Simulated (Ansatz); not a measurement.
CH₆O₂Si, SMILES `C[SiH](O)O` from Hartree–Fock to CCSD(T)

Z-matrix (Å, degrees):
```
C
Si 1 1.847
H 1 1.092 2 110.8
H 1 1.092 2 110.9 3 -120.5
H 1 1.093 2 110.2 3 119.8
O 2 1.642 1 105.8 3 177.2
O 2 1.649 1 110.8 3 -63.1
H 2 1.493 1 112.4 3 56.4
H 6 0.958 2 117.7 1 171.8
H 7 0.957 2 117.0 1 124.0
```

Total charge 0; spin multiplicity 1. The geometry is a stationary point of PBE0-D4/def2-TZVP. It is one conformer, not always the lowest. Frozen core, restricted reference, the Gaussian-basis code of Ansatz. CBS rows extrapolate triple and quadruple zeta.

```json
{"basis": "def2-TZVPP", "HF (Eh)": "-480.23867", "MP2 corr.": "-0.78498", "CCSD corr.": "-0.81435", "(T)": "-0.02815", "CCSD(T) total": "-481.08117"}
{"basis": "def2-QZVPP", "HF (Eh)": "-480.25772", "MP2 corr.": "?", "CCSD corr.": "-0.86694", "(T)": "-0.03227", "CCSD(T) total": "?"}
{"basis": "CBS(def2)", "HF (Eh)": "?", "MP2 corr.": "?", "CCSD corr.": "?", "(T)": "-0.03532", "CCSD(T) total": "?"}
```

**Question.** Fill in the withheld values. (Best estimate.)

**Answer.** Ansatz gave: def2-QZVPP MP2 corr.: -0.84604; def2-QZVPP CCSD(T) total: -481.15693; CBS(def2) HF (Eh): -480.26035; CBS(def2) MP2 corr.: -0.89126; CBS(def2) CCSD corr.: -0.90589; CBS(def2) CCSD(T) total: -481.20156.
